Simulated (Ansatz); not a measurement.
```yaml
crystal:
  periodic: [false, false, false]
  atoms:
    - {symbol: C, position_ang: [-0.797135, 0.462949, 1.245033]}
    - {symbol: C, position_ang: [0.396768, 0.519865, 0.291507]}
    - {symbol: B, position_ang: [0.394271, -0.612714, -0.785440]}
    - {symbol: F, position_ang: [0.106774, -1.864744, -0.430729]}
    - {symbol: S, position_ang: [0.793364, -0.269074, -2.512022]}
    - {symbol: H, position_ang: [-0.716991, 1.221599, 2.026259]}
    - {symbol: H, position_ang: [-0.868473, -0.511966, 1.731191]}
    - {symbol: H, position_ang: [-1.736720, 0.634716, 0.714209]}
    - {symbol: H, position_ang: [1.325895, 0.393972, 0.866207]}
    - {symbol: H, position_ang: [0.473491, 1.504850, -0.177462]}
    - {symbol: H, position_ang: [0.694158, -1.536550, -2.948154]}
basis:
  gaussian: {orbitals: aug-cc-pVTZ}
magnetization: {spin_polarized: true, initial_magnetization: 4}
hamiltonian: {xc: {name: B3LYP5}}
output: {forces: true}
```

```sh
$ ansatz run in.yaml --threads 4 --pin off --events-out ev --progress --plain --max-ram 10444MiB
```

It prints (some lines left out):

```
Functional definition: B3LYP5
1565 factors; their error is unknown
mean field evaluation 1: about -16362.7050 eV, gradient 6.8e1 eV
mean field evaluation 2: about -16009.2269 eV, gradient 1.9e2 eV
mean field evaluation 4: about -16359.5436 eV, gradient 5.5e1 eV
mean field evaluation 8: about -16389.6860 eV, gradient 2.6e0 eV
mean field evaluation 16: about -16389.7508 eV, gradient 1.5e-2 eV
mean field -16389.75077574 eV, -602.3122316365 hartree, gradient 2.5e-5 eV, S^2 6.007213; 3 other end points of the search recorded, 0 dependent functions left out
reference -16389.75106659 eV, -602.3122423251 hartree; 26, 22 occupied and 346, 350 virtual orbitals, 1565 factors
Total energy: -16389.75106659 eV, -602.3122423251 hartree
Atom 0 at    -0.797135     0.462949     1.245033 Å, force    -0.250238    -1.179906    -0.947377 eV/Å
Atom 1 at     0.396768     0.519865     0.291507 Å, force    -0.190456     3.228443     3.033073 eV/Å
Atom 2 at     0.394271    -0.612714    -0.785440 Å, force    -0.925471    -2.228676     0.443837 eV/Å
Atom 3 at     0.106774    -1.864744    -0.430729 Å, force    -0.007468    -0.764586     0.351194 eV/Å
Atom 4 at     0.793364    -0.269074    -2.512022 Å, force     1.220870     5.889415    -1.411855 eV/Å
Atom 5 at    -0.716991     1.221599     2.026259 Å, force     0.333615     0.400716     0.083857 eV/Å
Atom 6 at    -0.868473    -0.511966     1.731191 Å, force     0.023243     0.136041     0.065618 eV/Å
Atom 7 at    -1.736720     0.634716     0.714209 Å, force    -0.006761     0.134169     0.059589 eV/Å
Atom 8 at     1.325895     0.393972     0.866207 Å, force     0.382068    -0.450766     0.021059 eV/Å
Atom 9 at     0.473491     1.504850    -0.177462 Å, force    -0.090756    -0.369369    -0.527074 eV/Å
Atom 10 at     0.694158    -1.536550    -2.948154 Å, force    -0.488645    -4.795480    -1.171920 eV/Å
Dipole moment:    -0.128457     0.526695     0.713670 e Å
```

In this input the spin is set far too high for this molecule. The run converged. The result belongs to that input, not to the molecule as meant.
